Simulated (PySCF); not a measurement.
C₄H₉FSi, SMILES C1[C@@]([C@H]1C)(F)[SiH3].

The structure is a stationary point at B3LYP-D3(BJ)/def2-SVP. The structure was generated by enumeration; whether it is a known compound was not checked.

These are TDDFT-M06-2X/def2-SVPD in PySCF 2.14.0 values and carry that method's errors.

Vertical excitations. 

Computed excitation energies, oscillator strengths and character:
| state | energy (eV) | λ (nm) | f | main pairs |
|---|---|---|---|---|
| S1 | 7.51 | 165 | 0.010 | HOMO→LUMO+1 46 %, HOMO−1→LUMO+1 12 %, HOMO→LUMO+2 10 %, HOMO→LUMO+3 8 % |
| S2 | 7.62 | 163 | 0.018 | HOMO−1→LUMO+1 51 %, HOMO→LUMO+1 11 %, HOMO−1→LUMO+2 9 % |
| S3 | 7.73 | 160 | 0.017 | HOMO→LUMO 80 % |
| S4 | 7.90 | 157 | 0.019 | HOMO−1→LUMO 72 % |
| S5 | 8.10 | 153 | 0.002 | HOMO→LUMO+3 56 % |
| S6 | 8.24 | 151 | 0.014 | HOMO→LUMO+2 34 %, HOMO−1→LUMO+2 12 %, HOMO→LUMO 7 %, HOMO→LUMO+3 7 % |
| S7 | 8.35 | 148 | 0.207 | HOMO−1→LUMO+2 19 %, HOMO→LUMO+4 18 %, HOMO−1→LUMO+3 13 %, HOMO→LUMO+1 12 % |
| S8 | 8.38 | 148 | 0.004 | HOMO−1→LUMO+3 53 %, HOMO−1→LUMO+4 14 %, HOMO−1→LUMO+1 14 %, HOMO−1→LUMO 8 % |
| S9 | 8.50 | 146 | 0.044 | HOMO→LUMO+4 62 %, HOMO→LUMO+2 10 % |
| S10 | 8.66 | 143 | 0.006 | HOMO−1→LUMO+4 66 % |
| T1 | 7.26 | 171 | 0 | HOMO→LUMO+1 49 %, HOMO→LUMO+2 13 %, HOMO→LUMO+3 8 % |
| T2 | 7.39 | 168 | 0 | HOMO−1→LUMO+1 52 %, HOMO−1→LUMO+2 8 % |
| T3 | 7.62 | 163 | 0 | HOMO→LUMO 56 %, HOMO→LUMO+2 20 % |
| T4 | 7.77 | 160 | 0 | HOMO−1→LUMO 48 %, HOMO−1→LUMO+1 10 %, HOMO−1→LUMO+2 10 % |
Triplets are in the Tamm–Dancoff approximation, which puts them higher than full response would, so one can lie above its singlet here.
